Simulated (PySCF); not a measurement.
How methods differ on the excitation energy of Hg²⁺

Hg²⁺ [Xe] 4f14 5d10 (1S) → Hg²⁺ [Xe] 4f14 5d9 6p1 (high-spin determinant), as a difference of total energies. Calculation: PySCF 2.14, in x2c-TZVPPall with one added diffuse shell each of s, p, d, f type (12s8p8d4f1g, 113 functions); the spin-free X2C one-electron Hamiltonian (Gaussian nucleus). Correlated levels: valence and next inner shell: [Kr] 4d10 4f14 frozen. The calculations carry no spin-orbit coupling.

```csv
method,excitation energy (eV)
UHF,14.015
MP2 (valence and next inner shell),14.748
SCS-MP2 (valence and next inner shell),14.733
CCSD (valence and next inner shell),14.521
CCSD(T) (valence and next inner shell),14.511
```

How much does correlation contribute at CCSD(T) (valence and next inner shell)?

14.511 − (14.015) = 0.496 eV, measured against UHF.

A first-order spin-orbit estimate (lowest level to lowest level, LS coupling) adds -0.313 eV.

The determinant of the upper state mixes LS terms, which raises its energy above the lowest term, most at the Hartree-Fock and MP2 levels.
